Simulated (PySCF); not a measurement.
Constitutional and geometric isomers with formula C2H6Si2. Isolated molecules, 0 K electronic values unless said otherwise. One relaxed conformer stands for each flexible species; it need not be the lowest. Strings in code marks are SMILES.

The LUMO from two functionals at the same geometries (B3LYP-D3(BJ)/def2-TZVP), both in PySCF: PBE-D3(BJ)/def2-TZVP and B3LYP-D3(BJ)/def2-TZVP. B3LYP has the VWN-RPA correlation part, as in Gaussian. 

```csv
species,PBE-D3(BJ)/def2-TZVP (eV),B3LYP-D3(BJ)/def2-TZVP (eV)
`C1=C[SiH2][SiH2]1`,-1.76,-0.92
`C=[SiH]C=[SiH2]` (C–Si–C–Si torsion 180°),-2.82,-2.24
`[SiH2]=CC=[SiH2]` (Si–C–C–Si torsion 180°),-2.68,-2.13
`[SiH2]=C1C[SiH2]1`,-2.30,-1.64
```

Over these rows, drawn at random from the members with no instability flagged (it was tested for open shells, ions and some series alone), PBE minus B3LYP-D3(BJ): mean -0.66 eV, from -0.84 eV to -0.56 eV.
